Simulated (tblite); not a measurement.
Record of a relaxation.

Compound: C4H13BrSi2.
SMILES with atom numbers: `[CH3:1][CH:2]([CH3:3])[C@H:4]([Br:5])[SiH2:6][SiH3:7]` (hydrogens: H8, H9, H10 on C1; H11 on C2; H12, H13, H14 on C3; H15 on C4; H16, H17 on Si6; H18, H19, H20 on Si7)

Computed with GFN2-xTB (tblite), gas phase: L-BFGS steps from a force-field or distance-geometry start until the largest atomic force falls under 0.01 eV/Å. 7 of its 66 geometries are shown.

Step 0: E = -618.3245 eV, largest atomic force 1.732 eV/Å
```
atom  x, y, z in Å  |  force x, y, z in eV/Å
C1     -1.812    1.021   -1.161   -0.312   0.221  -0.140
C2     -1.427    0.427    0.184    0.114  -0.281   0.372
C3     -1.981   -1.002    0.314   -0.449   0.044  -0.177
C4      0.094    0.458    0.498   -1.456   0.220   0.911
Br5     0.619    2.322    0.896    0.053   0.042  -0.144
Si6     1.317   -0.249   -0.707    1.015  -0.521  -1.259
Si7     3.366   -0.552    0.313    0.218  -0.044   0.318
H8     -1.439    0.433   -1.995    0.161  -0.094   0.024
H9     -2.907    1.056   -1.251    0.301  -0.054   0.080
H10    -1.458    2.047   -1.271    0.105  -0.094   0.079
H11    -1.937    1.015    0.964    0.126   0.051  -0.040
H12    -1.605   -1.663   -0.468    0.048   0.144   0.072
H13    -3.087   -0.983    0.227    0.627   0.056   0.015
H14    -1.744   -1.438    1.281    0.083   0.039   0.006
H15     0.243   -0.029    1.479   -0.150   0.068  -0.294
H16     0.834   -1.573   -1.169   -0.135   0.241   0.027
H17     1.444    0.618   -1.911   -0.231  -0.152   0.314
H18     3.952    0.736    0.746   -0.040  -0.307  -0.047
H19     4.318   -1.219   -0.604   -0.215   0.154   0.239
H20     3.205   -1.415    1.525    0.135   0.268  -0.356
```

Step 11: E = -618.4606 eV, largest atomic force 0.119 eV/Å
```
atom  x, y, z in Å  |  force x, y, z in eV/Å
C1     -1.802    1.020   -1.152    0.025   0.003  -0.012
C2     -1.449    0.426    0.204    0.007   0.025   0.017
C3     -1.982   -0.998    0.316    0.005  -0.015  -0.002
C4      0.045    0.442    0.502    0.065  -0.097  -0.025
Br5     0.625    2.303    0.821    0.047   0.047   0.008
Si6     1.325   -0.276   -0.748    0.033  -0.011   0.087
Si7     3.368   -0.537    0.330   -0.018  -0.005  -0.024
H8     -1.388    0.412   -1.954    0.019   0.004  -0.019
H9     -2.884    1.055   -1.262    0.022   0.018  -0.047
H10    -1.415    2.032   -1.240    0.007   0.009  -0.024
H11    -1.942    1.031    0.974   -0.062   0.027   0.055
H12    -1.569   -1.623   -0.470    0.004  -0.036  -0.019
H13    -3.064   -0.989    0.219   -0.024  -0.043  -0.003
H14    -1.726   -1.435    1.279   -0.011  -0.020   0.019
H15     0.191   -0.045    1.469    0.052   0.047   0.058
H16     0.763   -1.553   -1.215   -0.024  -0.005  -0.040
H17     1.357    0.630   -1.899   -0.048   0.019  -0.003
H18     3.984    0.718    0.768   -0.046  -0.040  -0.020
H19     4.313   -1.206   -0.570   -0.038   0.033   0.012
H20     3.242   -1.395    1.517   -0.015   0.037  -0.019
```

Step 22: E = -618.4707 eV, largest atomic force 0.053 eV/Å
```
atom  x, y, z in Å  |  force x, y, z in eV/Å
C1     -1.773    1.018   -1.150    0.012  -0.007   0.002
C2     -1.448    0.423    0.214    0.034   0.011   0.027
C3     -1.976   -1.006    0.318    0.000   0.001  -0.011
C4      0.045    0.438    0.522    0.040  -0.006   0.019
Br5     0.656    2.302    0.799   -0.024   0.024  -0.007
Si6     1.303   -0.287   -0.741    0.013  -0.005  -0.030
Si7     3.349   -0.540    0.322   -0.046   0.014  -0.023
H8     -1.344    0.409   -1.943    0.000  -0.019  -0.012
H9     -2.851    1.059   -1.287    0.008   0.005  -0.023
H10    -1.379    2.028   -1.238   -0.002   0.000   0.017
H11    -1.956    1.025    0.979   -0.014   0.019   0.017
H12    -1.555   -1.629   -0.466    0.021  -0.012  -0.012
H13    -3.058   -1.008    0.210   -0.012  -0.001   0.003
H14    -1.728   -1.448    1.281   -0.001   0.014   0.004
H15     0.203   -0.013    1.504   -0.017  -0.040   0.005
H16     0.734   -1.547   -1.250    0.001   0.019   0.022
H17     1.302    0.642   -1.878    0.012  -0.010   0.015
H18     3.952    0.720    0.756   -0.012   0.015  -0.010
H19     4.295   -1.195   -0.582   -0.009  -0.009  -0.001
H20     3.224   -1.379    1.519   -0.003  -0.014   0.000
```

Step 32: E = -618.4724 eV, largest atomic force 0.026 eV/Å
```
atom  x, y, z in Å  |  force x, y, z in eV/Å
C1     -1.760    1.015   -1.149    0.001  -0.005   0.002
C2     -1.444    0.423    0.219   -0.008  -0.001   0.003
C3     -1.972   -1.007    0.319   -0.004  -0.001  -0.003
C4      0.047    0.436    0.529    0.002   0.023   0.002
Br5     0.647    2.305    0.801    0.005   0.005   0.017
Si6     1.296   -0.285   -0.742    0.007  -0.008  -0.024
Si7     3.337   -0.538    0.317    0.003  -0.002   0.001
H8     -1.328    0.403   -1.939    0.007   0.000   0.002
H9     -2.837    1.058   -1.298    0.004   0.002   0.000
H10    -1.365    2.025   -1.233    0.000  -0.006  -0.003
H11    -1.956    1.027    0.980   -0.007   0.002  -0.001
H12    -1.545   -1.630   -0.462    0.005  -0.004   0.008
H13    -3.054   -1.009    0.204   -0.003  -0.007   0.003
H14    -1.729   -1.446    1.285   -0.008   0.004  -0.005
H15     0.205   -0.019    1.510   -0.005  -0.005  -0.004
H16     0.724   -1.544   -1.245   -0.006   0.006   0.000
H17     1.301    0.647   -1.876   -0.002  -0.004   0.001
H18     3.931    0.728    0.742    0.004   0.002   0.002
H19     4.282   -1.197   -0.586    0.004  -0.002  -0.006
H20     3.215   -1.381    1.512    0.001   0.002   0.004
```

Step 43: E = -618.4729 eV, largest atomic force 0.013 eV/Å
```
atom  x, y, z in Å  |  force x, y, z in eV/Å
C1     -1.756    1.013   -1.151    0.000  -0.006   0.002
C2     -1.444    0.424    0.219    0.002   0.000   0.001
C3     -1.972   -1.007    0.322   -0.004   0.003  -0.002
C4      0.047    0.439    0.531    0.001  -0.005   0.003
Br5     0.645    2.306    0.821   -0.002  -0.006   0.000
Si6     1.294   -0.281   -0.746    0.001   0.002   0.007
Si7     3.335   -0.538    0.312    0.007   0.001   0.003
H8     -1.319    0.398   -1.936    0.001   0.007  -0.006
H9     -2.832    1.057   -1.305    0.001   0.002   0.002
H10    -1.358    2.022   -1.235   -0.003  -0.010  -0.007
H11    -1.960    1.028    0.978    0.002   0.003   0.001
H12    -1.538   -1.633   -0.454    0.005  -0.003   0.007
H13    -3.052   -1.012    0.200   -0.005   0.002  -0.001
H14    -1.735   -1.442    1.291   -0.002   0.005  -0.003
H15     0.204   -0.025    1.507   -0.002  -0.002   0.004
H16     0.713   -1.538   -1.245    0.000  -0.004  -0.004
H17     1.299    0.647   -1.881   -0.002   0.010  -0.001
H18     3.929    0.728    0.737    0.004   0.002  -0.003
H19     4.280   -1.198   -0.589   -0.003   0.000  -0.001
H20     3.214   -1.377    1.511   -0.002  -0.001  -0.002
```

Step 54: E = -618.4733 eV, largest atomic force 0.020 eV/Å
```
atom  x, y, z in Å  |  force x, y, z in eV/Å
C1     -1.750    1.008   -1.157   -0.004  -0.006   0.004
C2     -1.444    0.423    0.217    0.006   0.004   0.006
C3     -1.976   -1.005    0.327   -0.001   0.005  -0.003
C4      0.045    0.434    0.537   -0.001  -0.013  -0.006
Br5     0.644    2.297    0.845    0.002   0.003  -0.002
Si6     1.294   -0.276   -0.745   -0.007   0.011   0.015
Si7     3.338   -0.535    0.308   -0.001  -0.001  -0.005
H8     -1.315    0.391   -1.941    0.002  -0.005   0.006
H9     -2.825    1.054   -1.311   -0.004   0.006  -0.007
H10    -1.350    2.016   -1.244    0.000  -0.011   0.006
H11    -1.961    1.033    0.971   -0.006   0.003   0.004
H12    -1.529   -1.641   -0.433   -0.001  -0.005   0.001
H13    -3.054   -1.012    0.189   -0.003   0.003  -0.005
H14    -1.755   -1.428    1.306   -0.003   0.001  -0.003
H15     0.197   -0.039    1.510    0.005   0.005  -0.009
H16     0.711   -1.528   -1.253    0.007  -0.006  -0.003
H17     1.293    0.662   -1.873    0.005   0.009  -0.002
H18     3.942    0.730    0.727   -0.003  -0.004  -0.001
H19     4.276   -1.201   -0.597    0.001  -0.002  -0.001
H20     3.213   -1.373    1.506    0.006   0.003   0.003
```

Step 65: E = -618.4737 eV, largest atomic force 0.009 eV/Å
```
atom  x, y, z in Å  |  force x, y, z in eV/Å
C1     -1.746    1.001   -1.159    0.000  -0.003   0.001
C2     -1.447    0.422    0.219    0.002   0.001   0.000
C3     -1.984   -1.004    0.333    0.003   0.004  -0.002
C4      0.042    0.430    0.540   -0.002  -0.008  -0.003
Br5     0.643    2.290    0.861   -0.003   0.006   0.000
Si6     1.295   -0.266   -0.744   -0.003   0.001   0.003
Si7     3.341   -0.534    0.302   -0.003   0.002  -0.001
H8     -1.312    0.375   -1.937    0.002   0.000  -0.001
H9     -2.821    1.054   -1.320    0.000   0.004   0.006
H10    -1.339    2.006   -1.251    0.000  -0.005   0.000
H11    -1.965    1.037    0.968    0.002   0.000   0.001
H12    -1.523   -1.648   -0.412   -0.005  -0.002   0.002
H13    -3.059   -1.009    0.173    0.006  -0.003   0.001
H14    -1.782   -1.417    1.319   -0.007   0.000  -0.005
H15     0.193   -0.050    1.510    0.001   0.002   0.000
H16     0.721   -1.519   -1.264   -0.001   0.008  -0.004
H17     1.295    0.684   -1.862    0.002  -0.007   0.003
H18     3.952    0.729    0.715    0.002   0.003  -0.001
H19     4.271   -1.207   -0.606    0.001  -0.002   0.000
H20     3.221   -1.366    1.505    0.002  -0.002   0.002
```

Q: Summarise the path.

A: The energy falls by 0.1492 eV from step 0 to step 65; nine tenths of that is first reached at step 10. It falls at every step. The largest force goes from 1.732 to 0.009 eV/Å. Among the bonds C4–Si6 changes most, from 1.857 to 1.925 Å; the atoms move by 0.087 Å rms after alignment.

Q: Follow the three bonds and two angles with the largest change from start to end.

A: 
```
step  E above end (eV)  largest force (eV/Å)  C4–Si6 (Å)  C2–C4 (Å)  Si7–H20 (Å)  Si7–Si6–H16 (°)  C4–Si6–H17 (°)
   0            0.1492                 1.732       1.857      1.553        1.496            108.1           111.0
   3            0.0508                 0.264       1.935      1.528        1.467            109.7           109.2
   6            0.0298                 0.232       1.928      1.529        1.459            111.7           107.6
   8            0.0192                 0.226       1.921      1.524        1.468            112.4           107.2
  11            0.0130                 0.119       1.928      1.523        1.470            112.7           107.0
  14            0.0082                 0.086       1.926      1.526        1.467            113.5           106.6
  17            0.0059                 0.066       1.925      1.527        1.469            113.9           106.1
  20            0.0040                 0.074       1.927      1.525        1.468            114.0           105.6
  23            0.0025                 0.048       1.924      1.523        1.468            113.9           105.6
  25            0.0020                 0.039       1.924      1.523        1.469            113.9           105.6
  28            0.0016                 0.033       1.925      1.524        1.468            114.0           105.7
  31            0.0013                 0.029       1.923      1.523        1.468            113.9           105.9
  34            0.0011                 0.016       1.924      1.523        1.468            114.0           106.0
  37            0.0010                 0.015       1.925      1.524        1.468            114.1           106.0
  40            0.0009                 0.017       1.924      1.523        1.468            114.1           106.1
  42            0.0008                 0.012       1.924      1.523        1.468            114.1           106.2
  45            0.0007                 0.017       1.925      1.524        1.468            114.1           106.3
  48            0.0007                 0.016       1.924      1.523        1.468            114.2           106.3
  51            0.0005                 0.026       1.924      1.523        1.468            114.3           106.2
  54            0.0004                 0.020       1.925      1.524        1.468            114.3           106.0
  57            0.0002                 0.018       1.923      1.523        1.468            114.2           105.9
  59            0.0002                 0.022       1.923      1.523        1.468            114.1           105.9
  62            0.0001                 0.011       1.924      1.524        1.468            114.0           105.8
  65            0.0000                 0.009       1.925      1.524        1.468            113.9           105.9
```

What follows is the cost of the whole relaxation. The run took 1.0 s on one thread of an Arm Neoverse N1, on a shared host.
